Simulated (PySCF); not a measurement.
# Computed data sheet: `C1C=CCC(=C1)CC=C`

C9H12.
Z-matrix (Å and degrees, PBE0-D3(BJ)/def2-SVP geometry), rows numbered from 1:
```
C 
C   1  1.3335
C   2  1.5008  1  125.35
C   3  1.5077  2  112.33  1   117.87
C   4  1.3391  3  122.06  2   111.70
C   5  1.4961  4  124.40  3  -179.03
C   6  1.4957  5  113.16  4    -0.02
C   7  1.3350  6  123.11  5     0.01
C   8  1.4953  7  123.54  6     0.07
H   1  1.0933  2  121.66  3  -179.56
H   1  1.0954  2  121.30  3     0.79
H   2  1.0978  1  119.29  3   178.77
H   3  1.1047  2  109.12  1    -4.06
H   3  1.1032  2  109.37  1  -121.04
H   5  1.0962  4  118.76  3     1.11
H   6  1.1080  5  109.78  4   123.03
H   6  1.1079  5  109.86  4  -123.16
H   7  1.0950  6  117.28  5  -179.98
H   8  1.0951  7  119.43  6  -179.95
H   9  1.1073  4  109.28  3    55.48
H   9  1.1085  4  109.17  3   -57.55
```

PBE0-D3(BJ)/def2-SVP geometry optimisation, gas phase (PySCF):

```
Point group                  : C1
Rotational constants A, B, C : 3.687, 0.963, 0.822 GHz
```

**PBE0/def2-SVPD ground state, ΔSCF and vertical TDDFT (core frozen in the response) (PySCF)**

```
Dipole moment                                                     : 0.17 D
HOMO energy                                                       : -6.55 eV
LUMO energy                                                       : -0.10 eV
HOMO–LUMO gap                                                     : 6.45 eV
Lowest singlet excitation                                         : 5.46 eV (227 nm, f = 0.015)
Strongest line among the 10 lowest singlet transitions            : S5 at 6.63 eV (187 nm, f = 0.153)
Lowest triplet excitation (Tamm–Dancoff)                          : 4.10 eV
Static isotropic polarisability                                   : 105.8 au
Vertical ionisation energy                                        : 8.34 eV
Electronic spatial extent ⟨r²⟩ about the centre of nuclear charge : 1460 bohr²
```

**HF/pcSseg-1 ground state and GIAO shieldings, non-relativistic (PySCF)**

```
13C chemical shifts (computed TMS as zero) by class : 148.7 (C2), 141.1 (C4), 132.9 (C8), 132.1 (C7), 127.9 (C5), 123.6 (C1), 41.4 (C3), 25.0 (C9), 24.7 (C6) ppm
1H chemical shifts (computed TMS as zero) by class  : 5.82 (H19), 5.80 (H18), 5.73 (H12), 5.66 (H15), 5.32 (H11), 5.22 (H10), 2.50 (H13/H14), 2.48 (H16/H17), 2.27 (H20/H21) ppm
```

**delta-SCF UKS SCAN, pcX-2 on the ionised atom, pcseg-1 elsewhere, spin-free X2C (PySCF)**

```
Core binding energies : C1s 289.8 (C5), C1s 290.0 (C7), C1s 290.0 (C1), C1s 290.0 (C8), C1s 290.0 (C4), C1s 290.4 (C2), C1s 290.5 (C9), C1s 290.6 (C6), C1s 290.6 (C3) eV
```

Monoisotopic mass (most abundant isotopes): 120.0939 u.

The rotational constants make it an asymmetric top with κ = (2B − A − C)/(A − C) = -0.90, nearer the prolate limit (−1). S1 lies 0.99 eV below the HOMO–LUMO gap; its leading configuration is HOMO→LUMO, weight 0.96. The dipole equals about 0.6 × 10⁻³⁰ C·m (1 D = 3.33564 × 10⁻³⁰ C·m). The vertical singlet–triplet gap S1 − T1 is 1.36 eV (TDDFT singlet less Tamm–Dancoff triplet; S1: HOMO→LUMO, weight 0.96; T1: HOMO→LUMO, weight 0.51). In wavenumbers S1 is 44000 cm⁻¹ (1 eV = 8065.54 cm⁻¹).

One conformer (not necessarily the lowest) at the PBE0-D3(BJ)/def2-SVP geometry, without solvent or vibrations. NMR classes are plain means over equivalent atoms (diastereotopic ones count apart unless rotation or inversion swaps them), as if these changed places fast; in this geometry the members of some classes differ.
